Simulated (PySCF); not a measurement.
`[PH2][GeH2][CH2][GeH3]`. Level of theory: PBE0-D3(BJ)/def2-SVP geometry optimisation, gas phase in PySCF.

```
atom  x, y, z in Å
P1     2.5834    0.4622    0.7273
Ge2    1.0505   -0.3010   -0.8497
C3    -0.6798   -0.5463    0.0308
Ge4   -1.4474    1.0967    0.7678
H5     2.1083    1.8098    0.6992
H6     3.6016    0.7122   -0.2447
H7     1.5839   -1.6526   -1.3715
H8     0.8973    0.6682   -2.0416
H9    -0.5549   -1.2697    0.8519
H10   -1.3878   -0.9810   -0.6932
H11   -0.5632    1.6075    1.9229
H12   -2.8691    0.8363    1.3024
H13   -1.5128    2.1859   -0.3213
```

What is the longest distance between nuclei?

H6···H12, 6.65 Å; the next longest distance is 5.76 Å.

Work out the bond lengths P1–Ge2, Ge2–C3, C3–Ge4, C3–H9, C3–H10, Ge4–H13 in Å.

For P1–Ge2 the difference vector is (-1.5329, -0.7632, -1.5770) Å, of length 2.3279 Å. P1–Ge2 2.328; Ge2–C3 1.957; C3–Ge4 1.958; C3–H9 1.101; C3–H10 1.102; Ge4–H13 1.542 Å.

Where is the centre of mass (commonest isotopes), and what is the radius of gyration?

Mass 199.887 u; centre at (0.219, 0.353, 0.085) Å; Rg = √(Σ m r²/M) = 1.868 Å. As Ia + Ib + Ic = 2 Σ m r², the three principal moments sum to 1394.2 u·Å².

Give the dihedral angles Ge2–C3–Ge4–H11, H9–C3–Ge4–H11, H9–C3–Ge4–H12, H7–Ge2–C3–Ge4, P1–Ge2–C3–Ge4, Ge2–C3–Ge4–H13.

Ge2–C3–Ge4–H11 -66° (synclinal); H9–C3–Ge4–H11 55° (synclinal); H9–C3–Ge4–H12 -65° (synclinal); H7–Ge2–C3–Ge4 179° (antiperiplanar); P1–Ge2–C3–Ge4 62° (synclinal); Ge2–C3–Ge4–H13 53° (synclinal). Dihedral signs follow IUPAC: positive where, seen along the central bond, the front bond turns clockwise onto the rear one.

How far are the heavy atoms from their best plane (unweighted least squares)?

0.318 Å rms; P1 0.15, Ge2 0.38, C3 0.44, Ge4 0.21 Å (magnitudes).

How far apart are these pairs, which share no bond: P1···H12, Ge2···Ge4, Ge2···H9, Ge4···H10, H9···H10?

P1···H12 5.495 Å (4 bonds apart); Ge2···Ge4 3.288 Å (2 bonds apart); Ge2···H9 2.532 Å (2 bonds apart); Ge4···H10 2.541 Å (2 bonds apart); H9···H10 1.779 Å (2 bonds apart).

What is the repulsion energy of the bare nuclei, Σ ZA·ZB/RAB?

620.21 Eh over 78 pairs, with full nuclear charges and distances in bohr; the largest single term is 164.82 Eh (Ge2 with Ge4).

What are the angles P1–Ge2–C3, C3–Ge2–H7, H9–C3–H10, Ge2–C3–H9?

From the scalar product of the two bond vectors; for P1–Ge2–C3 it is -1.4510 Å² over 2.3279 × 1.9569 Å², cos θ = -0.3185. P1–Ge2–C3 108.6°; C3–Ge2–H7 110.4°; H9–C3–H10 107.7°; Ge2–C3–H9 108.5°.

Write the matrix of distances between heavy atoms (Å, lower triangle).

```
P1    0.000
Ge2   2.328  0.000
C3    3.486  1.957  0.000
Ge4   4.081  3.288  1.958  0.000
```

No PBE0-D3(BJ)/def2-SVP frequencies stand behind this structure, so it isn't proved a minimum. The numbers are those of one conformer.
